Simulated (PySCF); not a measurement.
TaF4Br, SMILES [Ta]([Br])([F])([F])([F])[F], multiplicity 1. Geometry optimised at PBE-D3(BJ)/def2-SVP. The multiplicity is an assumed one; no other spin state was optimised. The structure was generated by enumeration; whether it is a known compound was not checked. The def2 effective core potentials stand for the cores of Ta; spin–orbit coupling is left out.

Task: Give the equilibrium geometry at PBE-D3(BJ)/def2-SVP (PySCF confirms it by a frequency run) as bond lengths and angles, and its point group. (The exact figures need the calculation; the answer reports its results.)

Result: point group C2v.
Atoms: Ta1 F2 F3 F4 F5 Br6. Bonded distances (Å): Ta1–F2 1.890, Ta1–F3 1.890, Ta1–F4 1.882, Ta1–F5 1.882, Ta1–Br6 2.426. Angles (°): F2–Ta1–F3 152.7, F2–Ta1–F4 85.4, F2–Ta1–F5 85.4, F2–Ta1–Br6 103.6, F3–Ta1–F4 85.4, F3–Ta1–F5 85.4, F3–Ta1–Br6 103.6, F4–Ta1–F5 140.1, F4–Ta1–Br6 110.0, F5–Ta1–Br6 110.0.
Charge 0, spin multiplicity 1.
